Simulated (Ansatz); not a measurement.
CH₅BFNSi, SMILES `FCB1N[SiH2]1` from Hartree–Fock to CCSD(T)

```xyz
10

F     0.1546   -2.6227    0.0082
C     0.9080   -1.4612    0.0955
B     0.0538   -0.1579    0.0055
N     0.3067    1.2010    0.0397
Si   -1.4305    1.0570   -0.1559
H     1.4614   -1.4902    1.0433
H     1.6549   -1.4839   -0.7089
H     1.1026    1.8139    0.1317
H    -1.9701    1.5769   -1.4378
H    -2.2414    1.5670    0.9786
```

The species carries charge 0 and has multiplicity 1. Geometry: relaxed with PBE0-D4/def2-TZVP. It is one conformer, not always the lowest. Frozen core, restricted reference, the Gaussian-basis code of Ansatz. CBS rows extrapolate triple and quadruple zeta; past MP2 they add the triple-zeta difference.

```tsv
basis	HF (Eh)	MP2 corr.
def2-TZVPP	-508.37880	-0.83702
def2-QZVPP	-508.39768	-0.90188
```

Task: Estimate the CCSD correlation energy and the (T) correction in each basis where they were run (hartree).

Result: 
```json
{"basis": "def2-TZVPP", "CCSD corr.": "-0.87423", "(T)": "-0.03414"}
{"basis": "CBS(def2)", "CCSD corr.": "-0.98714", "(T)": "as TZ"}
```
